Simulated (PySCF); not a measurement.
Cartesian coordinates (Å):
```xyz
4

Sc     0.0000     0.0000     0.0001
F     -0.5942    -1.3587     1.0767
F      0.9213    -0.3847    -1.5366
F     -0.3271     1.7434     0.4599
```
Charge 0, multiplicity 1.

**Question.** Estimate the charge on the central atom (meta-Löwdin), dipole moment, LUMO, HOMO and total energy that PySCF 2.14.0 with TPSSh-D3(BJ)/def2-TZVP // PBE-D3(BJ)/def2-SVP returns for this input.

**Answer.** 
- charge on the central atom (meta-Löwdin): 1.54 e
- dipole moment: 0.00 D
- LUMO: -2.93 eV
- HOMO: -10.08 eV
- total energy: -1060.6403 Ha
